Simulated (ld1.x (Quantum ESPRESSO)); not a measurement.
Transferability test, TM potential for manganese

| Item | Value |
| --- | --- |
| Element | Mn |
| Generator | ld1.x (Quantum ESPRESSO) 7.5 |
| Type | norm-conserving Troullier–Martins (Kleinman–Bylander form) |
| Functional | PW91 |
| Relativity | scalar-relativistic |
| Frozen core | [Ar] |
| Valence charge | 7 |
| Reference configuration | 3d4 4s0 4p0 (charge +3) |
| Partial waves | 4p (bound, empty): rc 2.45 bohr; 3d (bound): rc 1.50 bohr; 4s (bound, empty): rc 2.10 bohr |
| Local potential | the s channel |
| Core correction | a·sin(br)/r model core inside 1.50 bohr |

Energies are relative to the spin-unpolarised reference configuration 3d4 4s0 4p0; without spin polarisation the order of configurations can differ from experiment.

Task: Give the all-electron excitation energy and the error of the potential for: 3d5 4s2 4p0; 3d5 4s1 4p0; 3d5 4s0 4p0; 3d5 4s1.5 4p0; 3d3 4s0 4p0; 3d6 4s1 4p0; 3d5 4s1 4p1.

Result:

```json
{"valence configuration": "3d5 4s2 4p0", "charge": "0", "ΔE all-electron (eV)": "-56.736", "error AE − PS (meV)": "-353"}
{"valence configuration": "3d5 4s1 4p0", "charge": "+1", "ΔE all-electron (eV)": "-48.262", "error AE − PS (meV)": "-437"}
{"valence configuration": "3d5 4s0 4p0", "charge": "+2", "ΔE all-electron (eV)": "-32.620", "error AE − PS (meV)": "-510"}
{"valence configuration": "3d5 4s1.5 4p0", "charge": "+0.5", "ΔE all-electron (eV)": "-53.347", "error AE − PS (meV)": "-394"}
{"valence configuration": "3d3 4s0 4p0", "charge": "+4", "ΔE all-electron (eV)": "50.883", "error AE − PS (meV)": "-593"}
{"valence configuration": "3d6 4s1 4p0", "charge": "0", "ΔE all-electron (eV)": "-57.112", "error AE − PS (meV)": "-1193"}
{"valence configuration": "3d5 4s1 4p1", "charge": "0", "ΔE all-electron (eV)": "-52.859", "error AE − PS (meV)": "-362"}
```
